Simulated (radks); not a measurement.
The numbers below are computed, except where a source is named.
Spherical quantum dot in the effective-mass picture: electrons in a hard-walled sphere of radius 4.31, with a point charge +1 (a donor) at the centre, all in effective atomic units (hartree* = m*/eps^2 hartree, bohr* = eps/m* bohr), one dielectric constant everywhere. Level of theory: non-relativistic Kohn-Sham, PBEsol, spin-polarised, spherical densities (a radial shooting solver with Libxc functionals). Levels are named by radial order and angular momentum (1s, 1p, 1d, 2s, ...), and open shells are averaged over m. Each electron was tried in the lowest free levels, single moves between levels near the top were tried too, and the lowest total energy was kept; such a search can miss a lower state. At N = 1 the Hartree and exchange-correlation terms need not cancel, so that row can carry a self-interaction error.

N	open shells	2S	E (hartree*)	mu = E(N) - E(N-1) (hartree*)	addition energy mu(N+1) - mu(N) (hartree*)	e(HOMO) (hartree*)	rms radius (bohr*)
1	1s(up 1, down 0)	1	-0.475337	-0.47534	0.5600	-0.23974	1.581
2	none	0	-0.390704	0.084633	0.7238	0.26377	1.868
3	1p(up 1, down 0)	1	0.417741	0.80845	0.2854	0.94728	2.223
4	1p(up 2, down 0)	2	1.51160	1.0939	0.2972	1.2418	2.399
5	1p(up 3, down 0)	3	2.90262	1.3910	0.3846	1.5404	2.513
6	1p(up 3, down 1)	2	4.67824	1.7756	0.2763	1.9111	2.599
7	1p(up 3, down 2)	1	6.73020	2.0520	0.2859	2.1942	2.665
8	none	0	9.06805	2.3378	0.5803	2.4819	2.719
9	1d(up 1, down 0)	1	11.9862	2.9181	0.2774	3.0564	2.777
10	1d(up 2, down 0)	2	15.1817	3.1955	0.2791	3.3349	2.825
11	1d(up 3, down 0)	3	18.6563	3.4746	0.2799	3.6144	2.865
12	1d(up 4, down 0)	4	22.4107	3.7545	0.2802	3.8946	2.899
13	1d(up 5, down 0)	5	26.4454	4.0347	0.3567	4.1748	2.930
14	1d(up 5, down 1)	4	30.8369	4.3914	0.2720	4.5271	2.958
15	1d(up 5, down 2)	3	35.5003	4.6635	0.2739	4.8002	2.982
16	1d(up 5, down 3)	2	40.4377	4.9373	0.2749	5.0747	3.005
17	1d(up 5, down 4)	1	45.6499	5.2122	0.2755	5.3499	3.025
18	none	0	51.1377	5.4877	0.4234	5.6256	3.044
19	2s(up 1, down 0)	1	57.0488	5.9111	0.4773	6.1096	3.035
20	2s(up 1, down 0) 1f(up 1, down 0)	2	63.4372	6.3884	0.2709	6.5238	3.054
21	2s(up 1, down 0) 1f(up 2, down 0)	3	70.0965	6.6593	0.2712	6.7948	3.072
22	2s(up 1, down 0) 1f(up 3, down 0)	4	77.0270	6.9305	0.2713	7.0661	3.088
23	2s(up 1, down 0) 1f(up 4, down 0)	5	84.2288	7.2018	0.2714	7.3375	3.104
24	2s(up 1, down 0) 1f(up 5, down 0)	6	91.7020	7.4732	0.2715	7.6090	3.118
25	2s(up 1, down 0) 1f(up 6, down 0)	7	99.4467	7.7447	0.2714	7.8804	3.132
26	2s(up 1, down 0) 1f(up 7, down 0)	8	107.463	8.0161	0.3429	8.1518	3.144
27	2s(up 1, down 0) 1f(up 7, down 1)	7	115.822	8.3590	0.2675	8.4927	3.157
28	2s(up 1, down 0) 1f(up 7, down 2)	6	124.448	8.6265	0.2679	8.7604	3.168
29	2s(up 1, down 0) 1f(up 7, down 3)	5	133.343	8.8945	-	9.0285	3.179

All shells are closed at N = 2, 8, 18 (there: 1s2 1p6 1d10); the second difference of the energy has clear peaks (12 % above both neighbours; the first and last values, which can be the largest, are not judged, and half-filled shells can peak too) at N = 2, 5, 8, 13, 19, 26.
